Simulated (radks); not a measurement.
Charge is removed step by step from the 3p level of the barium ion Ba21+, starting from [Ar] 3d10 4s2 4p5. All-electron calculation, scalar-relativistic Kohn-Sham, BLYP, spin-unpolarised, spherical densities, point nucleus. Program: a radial shooting solver on a logarithmic mesh with Libxc functionals.

removed (e)  E - E(0) (eV)  eigenvalue (eV)  E minus straight line (eV)
0                    0.000          -1609.7                       0.000
0.125               201.65          -1618.8                      -3.976
0.25                404.42          -1627.8                      -6.820
0.375               608.34          -1636.9                      -8.530
0.5                 813.38          -1646.0                      -9.103
0.625               1019.6          -1655.1                      -8.539
0.75                1226.9          -1664.2                      -6.835
0.875               1435.4          -1673.4                      -3.989
1                   1645.0          -1682.5                       0.000

Removing the whole electron costs 1645.0 eV by Delta-SCF, against 1609.7 eV from minus the eigenvalue at the starting occupation. Slater's transition state (half an electron removed) gives 1646.0 eV. Integrating minus the eigenvalue over the occupation (Janak's theorem) gives 1646.0 eV. In this scalar-relativistic scheme the density is built from large components alone, so the theorem holds only approximately. The mean slope of the eigenvalue, de/dn, is 72.8 eV per electron.
